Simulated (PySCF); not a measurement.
CsF, singlet, geometry from GFN2-xTB (such geometries of metal compounds can be far from the true shape) (core potentials on Cs); HF/def2-SVP (PySCF).

The PySCF input:
```python
from pyscf import gto, scf

mol = gto.Mole()
mol.atom = '''
    Cs   -0.00000000   -0.00000000   -0.32413647
    F     0.00000000    0.00000000    1.98083399
'''
mol.basis = 'def2-svp'
mol.ecp = {'Cs': 'def2-svp'}
mol.verbose = 5
mol.build()

mf = scf.RHF(mol)
mf.kernel()
```

Task: Write the output that PySCF gives for this input, abridged.

Result: 
```
PySCF version 2.14.0

[INPUT] verbose = 5
[INPUT] max_memory = 4000
[INPUT] num. atoms = 2
[INPUT] num. electrons = 18
[INPUT] charge = 0
[INPUT] spin (= nelec alpha-beta = 2S) = 0
[INPUT] symmetry False subgroup None
[INPUT] Mole.unit = angstrom
[INPUT] Symbol           X                Y                Z      unit          X                Y                Z       unit  Magmom
[...]
[INPUT] ---------------- BASIS SET ----------------
[INPUT] l, kappa, [nprim/nctr], expnt,             c_1 c_2 ...
[INPUT] Cs
[...]
                                4.3631538286      -0.34632569725
                                1.8048475155      0.69930637051
[...]
                                1.965666336       -0.25019961976
                                0.47689195212     0.55660850066
                                0.21529749588     0.58218553406
[...]
[INPUT] F
[...]
                                435.4193912       -0.039904258866
                                98.843328866      -0.17912768038
                                27.485198001      -0.46758090825
                                8.5405498171      -0.4465313102
[...]
                                4.9872339257      -0.23754317067
                                1.3491613954      -0.51287353587
[...]
nuclear repulsion = 18.5960535409725
number of shells = 16
number of NR pGTOs = 59
number of NR cGTOs = 38
basis = def2-svp
ecp = {'Cs': 'def2-svp'}

******** <class 'pyscf.scf.hf.RHF'> ********
method = RHF
initial guess = minao
damping factor = 0
level_shift factor = 0
DIIS = <class 'pyscf.scf.diis.CDIIS'>
diis_start_cycle = 1
diis_space = 8
diis_damp = 0
SCF conv_tol = 1e-09
SCF conv_tol_grad = None
SCF max_cycles = 50
direct_scf = True
direct_scf_tol = 1e-13
Set gradient conv threshold to 3.16228e-05
Initial guess from minao.
Density of valence part of ANO basis will be used as initial guess for Cs
E1 = -202.14372659361499  E2 = 68.03310503780308  Ecoul = 80.14442306127174  Exc = -12.111318023468655
init E= -115.514568014839
cond(S) = 104.59284535921445
[...]
  mo_energy =
[-2.66045226e+01 -1.79357583e+00 -1.49979201e+00 -9.63437374e-01
 -8.95354714e-01 -8.95354714e-01 -7.88338197e-01 -7.88338197e-01
 -7.05088030e-01 -1.50242520e-01 -4.76742256e-02 -4.76742256e-02
 -4.31601036e-02 -1.97519382e-02 -1.97519382e-02 -1.39603984e-02
 -8.34730491e-03 -8.34730491e-03  1.52558464e-02  1.06915602e-01
  1.06915602e-01  1.07736426e-01  1.07736426e-01  1.38031249e-01
[...]
[-2.60342418e+01 -1.30657926e+00 -1.24811013e+00 -6.43159853e-01
 -6.43159853e-01 -6.39373631e-01 -4.06509770e-01 -4.06509770e-01
 -3.84713337e-01  2.21036672e-03  3.25660704e-02  3.25660704e-02
  5.10222007e-02  8.15519262e-02  8.83666432e-02  8.83666432e-02
  1.18888152e-01  1.18888152e-01  1.54233672e-01  2.69707772e-01
  2.69707772e-01  2.93492275e-01  2.93492275e-01  3.20749634e-01
  4.12854773e-01  4.12854773e-01  4.95918519e-01  7.28435379e-01
  1.70709396e+00  1.70709396e+00  1.70848942e+00  1.98811860e+00
  3.68658679e+00  3.68658679e+00  3.68934128e+00  3.68934128e+00
  3.69372523e+00  2.00993435e+01]
E1 = -212.24864279306482  E2 = 74.41196551881103  Ecoul = 87.5183640998533  Exc = -13.10639858104227
cycle= 7 E= -119.240623733281  delta_E= -1.37e-08  |g|= 2.16e-05  |ddm|= 0.000408
[...]
  mo_energy =
[-2.60342413e+01 -1.30657760e+00 -1.24810826e+00 -6.43156886e-01
 -6.43156886e-01 -6.39371403e-01 -4.06507613e-01 -4.06507613e-01
 -3.84713959e-01  2.21084085e-03  3.25664020e-02  3.25664020e-02
  5.10222445e-02  8.15527961e-02  8.83673067e-02  8.83673067e-02
  1.18888648e-01  1.18888648e-01  1.54233129e-01  2.69709672e-01
  2.69709672e-01  2.93493765e-01  2.93493765e-01  3.20750671e-01
  4.12856460e-01  4.12856460e-01  4.95920174e-01  7.28437787e-01
  1.70709536e+00  1.70709536e+00  1.70848776e+00  1.98811946e+00
  3.68658716e+00  3.68658716e+00  3.68934186e+00  3.68934186e+00
  3.69372594e+00  2.00993485e+01]
E1 = -212.2486521796156  E2 = 74.4119749047894  Ecoul = 87.51837467751946  Exc = -13.106399772730057
cycle= 8 E= -119.240623733854  delta_E= -5.72e-10  |g|= 3.13e-06  |ddm|= 8.94e-05
[...]
  mo_energy =
[-2.60342436e+01 -1.30657881e+00 -1.24810914e+00 -6.43157183e-01
 -6.43157183e-01 -6.39372013e-01 -4.06508953e-01 -4.06508953e-01
 -3.84715338e-01  2.21094164e-03  3.25664771e-02  3.25664771e-02
  5.10222393e-02  8.15527693e-02  8.83672946e-02  8.83672946e-02
  1.18888555e-01  1.18888555e-01  1.54232917e-01  2.69709517e-01
  2.69709517e-01  2.93493660e-01  2.93493660e-01  3.20750654e-01
  4.12856249e-01  4.12856249e-01  4.95919877e-01  7.28437313e-01
  1.70709399e+00  1.70709399e+00  1.70848642e+00  1.98811806e+00
  3.68658554e+00  3.68658554e+00  3.68934021e+00  3.68934021e+00
  3.69372429e+00  2.00993478e+01]
E1 = -212.24865828513504  E2 = 74.41198101030065  Ecoul = 87.51838154972486  Exc = -13.106400539424214
Extra cycle  E= -119.240623733862  delta_E= -8.21e-12  |g|= 1.26e-06  |ddm|= 7.67e-06
converged SCF energy = -119.240623733862
```
